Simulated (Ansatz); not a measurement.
GaH4F, closed shell: a saddle search.

Input (in.yaml):

```yaml
crystal:
  periodic: [false, false, false]
  atoms:
    - {symbol: Ga, position_ang: [-0.588708, -0.558438, -0.052326]}
    - {symbol: F, position_ang: [-0.103415, -0.711926, 1.637256]}
    - {symbol: H, position_ang: [0.159673, -1.521833, -1.018550]}
    - {symbol: H, position_ang: [-1.761995, 0.436167, -0.288933]}
    - {symbol: H, position_ang: [1.206000, 1.097837, 0.223760]}
    - {symbol: H, position_ang: [1.088544, 1.258394, -0.501208]}
basis:
  gaussian: {orbitals: def2-SVP}
hamiltonian: {xc: pbe0, dispersion: d4}
saddle:
  max_steps: 30
  mode_guess:
    - [0.0858, 0.2466, -0.4420]
    - [0.2632, 0.2655, 0.0014]
    - [-0.0595, -0.0773, 0.0178]
    - [-0.0700, -0.0673, 0.0268]
    - [-0.0365, -0.2762, 0.6332]
    - [-0.1830, -0.0912, -0.2373]
```

Launched with

```bash
ansatz run in.yaml --threads 2 --pin off --events-out ev --progress --plain --max-ram 4352MiB
```

What Ansatz 0.2.0 printed:

```
Functional definition: PBE0
  name "PBE0"
  cite "Adamo & Barone, J. Chem. Phys. 110, 6158 (1999) doi:10.1063/1.478522"
  cite "Perdew, Burke & Ernzerhof, Phys. Rev. Lett. 77, 3865 (1996) doi:10.1103/PhysRevLett.77.3865"
  parent pbe
  parameter a = 0.25
  parameter kappa = 0.804
  parameter beta = 0.06672455060314922
  exchange = (1 - a)*pbe_x(kappa = kappa, mu = beta*pi^2/3) + a*exact_x
  correlation = pbe_c(beta = beta)
696 factors; integrals over basis functions are off by at most 3.4e-4 eV
mean field evaluation 1: about -55139.0835 eV, gradient 3.9e1 eV
mean field evaluation 2: about -55132.6455 eV, gradient 7.5e1 eV
mean field evaluation 4: about -55141.3515 eV, gradient 2.9e0 eV
mean field evaluation 8: about -55141.3632 eV, gradient 2.3e-2 eV
mean field -55141.36324020 eV, -2026.4077229188 hartree, gradient 1.4e-5 eV, S^2 0.000000; 0 other end points of the search recorded, 0 dependent functions left out
the calculation of the forces begins
reference -55141.36326756 eV, -2026.4077239244 hartree; 22, 22 occupied and 44, 44 virtual orbitals, 696 factors
these checks for a lower state are left out or cut short: stability, starts, cluster_reference, orbital_swaps, neighbouring_geometries, increment
696 factors; integrals over basis functions are off by at most 3.4e-4 eV
mean field evaluation 16: about -55141.3650 eV, gradient 4.1e-1 eV
mean field -55141.36534437 eV, -2026.4078002458 hartree, gradient 2.0e-6 eV, S^2 0.000000; 0 other end points of the search recorded, 0 dependent functions left out
the calculation of the forces begins
reference -55141.36537172 eV, -2026.4078012508 hartree; 22, 22 occupied and 44, 44 virtual orbitals, 696 factors
these checks for a lower state are left out or cut short: stability, starts, cluster_reference, orbital_swaps, neighbouring_geometries, increment
696 factors; integrals over basis functions are off by at most 3.4e-4 eV
mean field -55141.36302753 eV, -2026.4077151036 hartree, gradient 1.0e-6 eV, S^2 0.000000; 0 other end points of the search recorded, 0 dependent functions left out
the calculation of the forces begins
reference -55141.36305490 eV, -2026.4077161092 hartree; 22, 22 occupied and 44, 44 virtual orbitals, 696 factors
these checks for a lower state are left out or cut short: stability, starts, cluster_reference, orbital_swaps, neighbouring_geometries, increment
696 factors; integrals over basis functions are off by at most 3.4e-4 eV
mean field evaluation 32: about -55141.3661 eV, gradient 3.7e-7 eV
mean field -55141.36609921 eV, -2026.4078279856 hartree, gradient 3.7e-7 eV, S^2 0.000000; 0 other end points of the search recorded, 0 dependent functions left out
the calculation of the forces begins
reference -55141.36612655 eV, -2026.4078289903 hartree; 22, 22 occupied and 44, 44 virtual orbitals, 696 factors
saddle step   1: F+E_penalty+E_count = -55141.41825392 eV  max|allowed force component| = 4.425e-1 eV/Å  curvature = +1.9319 eV/Å²  mode residual = 7.00e0 eV/Å²  Δτ_max = 0.0000 Å  (1 rotations, 4 force calls, 62 SCF iters)  cluster: 3 rotations left out, max|force component along them| = 7.948e-8 eV/Å
saddle search: the rotation starts from a random direction (saddle.seed = 0)
saddle step   2: F+E_penalty+E_count = -55141.42124224 eV  max|allowed force component| = 3.524e-2 eV/Å  curvature = +0.1989 eV/Å²  mode residual = 2.88e-1 eV/Å²  Δτ_max = 0.0074 Å  (21 rotations, 28 force calls, 366 SCF iters)  cluster: 3 rotations left out, max|force component along them| = 1.101e-7 eV/Å
Error: the saddle search stopped after 2 steps at a force within `saddle.f_tol`, on a geometry that it can call neither a saddle nor a minimum. The deciding curvature is +0.199 ± 0.272 eV/Å² (`saddle.curvature_tol` = 5.0e-2) with a residual of 2.88e-1 eV/Å² (`saddle.rotation.residual_tol` = 1.0e-1); the other curvature read beside it is +0.970 ± 0.021 eV/Å². A curvature within its tolerance of zero comes of noisy forces (tighten `saddle.dr2_threshold` and, under a hybrid functional on plane waves, `saddle.exx_energy_threshold`; in a Gaussian basis set `accuracy: high`), of a flat stretch of a valley (tighten `saddle.f_tol`), or of solves that end off the electron count, as they can under `cold` smearing where the levels leave a gap (set `scf.occupations.method` to `fixed`, `gaussian`, `fermi_dirac` or, not under a hybrid functional, `methfessel_paxton`). For a residual above its tolerance raise `saddle.rotation.max_rotations` and `saddle.rotation.max_unguided_rotations`, or loosen `saddle.rotation.residual_tol` where the forces' noise keeps it out of reach. The ± is a reading's asymmetry, taken as the error of a positive curvature. Such a curvature stays undecided where it or the other curvature read, less its own ±, is not over `saddle.curvature_tol`. A negative one must be confirmed at half of `saddle.amplitude`, with the atoms moved between the exchange–correlation grid's points (not under `hamiltonian.xc: hf`) and by an estimate at the nearby stationary point. Where `saddle.amplitude` is far under its default, raise it towards the default first. Otherwise see `saddle.amplitude`. From 1 of its steps this search moved with no negative curvature along its mode to follow. A search started from a geometry of this one does not count those moves and, where it converges, warns only of its own. With `saddle.order_check` unset, a search from the last step can check the order less strictly than this one. `saddle.order_check: true` asks for the full check and warns where it cannot tell
F+E_penalty+E_count at the last step = -55141.42124224 eV
to start another search from the last step: its geometry and its mode (saddle.mode_guess, Cartesian), with saddle.order_check: true (the message says why):
  atoms:
    - { symbol: Ga, position_ang: [-0.58877710, -0.55850571, -0.05231511] }
    - { symbol: F, position_ang: [-0.10180233, -0.71006676, 1.63646970] }
    - { symbol: H, position_ang: [0.16025833, -1.52176293, -1.01907936] }
    - { symbol: H, position_ang: [-1.76206361, 0.43691191, -0.28921440] }
    - { symbol: H, position_ang: [1.20590008, 1.09514878, 0.23069872] }
    - { symbol: H, position_ang: [1.08658364, 1.25847571, -0.50656055] }
  mode_guess:
    - [-0.04289090, -0.05318871, 0.11165879]
    - [-0.34672223, -0.42012310, 0.15012303]
    - [0.12580212, 0.20469815, 0.00168532]
    - [0.02760094, 0.02532798, 0.16155448]
    - [-0.02459335, 0.54845090, -0.09958531]
    - [0.26080343, -0.30516522, -0.32543631]
  order_check: true


[the SCF lines of later steps are left out]
```

The run took about 22 s on 2 CPU threads of an Arm Neoverse V1 (shared host).


The run did not converge within its limit. The search was started at a minimum, where no curvature is negative.